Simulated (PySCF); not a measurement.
Computed shifts of a molecule C4H4ClF, PySCF with PBE0/pcSseg-1, GIAO, gas phase, equivalent atoms averaged, in ppm (number of nuclei): ¹³C: 159.9 (1), 150.6 (1), 125.3 (1), 117.2 (1). ¹⁹F: -113.4 (1). ¹H: 6.77 (1), 5.71 (2), 5.48 (1). References: ¹³C against TMS (σ = 186.3 ppm); ³⁵Cl against HCl (σ = 945.9 ppm); ¹⁹F against CFCl3 (σ = 167.2 ppm); ¹H against TMS (σ = 31.56 ppm), references at their B3LYP-D3(BJ)/def2-TZVP geometries, non-relativistic (without spin–orbit terms, shifts of atoms bonded to Cl or Br come out too high). Geometry optimised at B3LYP-D3(BJ)/def2-SVP. The values are those of a single conformer.

### Question
Identify the compound among the candidates.
(A) CC(Cl)=C=CF
(B) C=C(Cl)/C=C\F
(C) C=C(F)/C=C\Cl
(D) CC=C=C(F)Cl

### Answer
B, C=C(Cl)/C=C\F
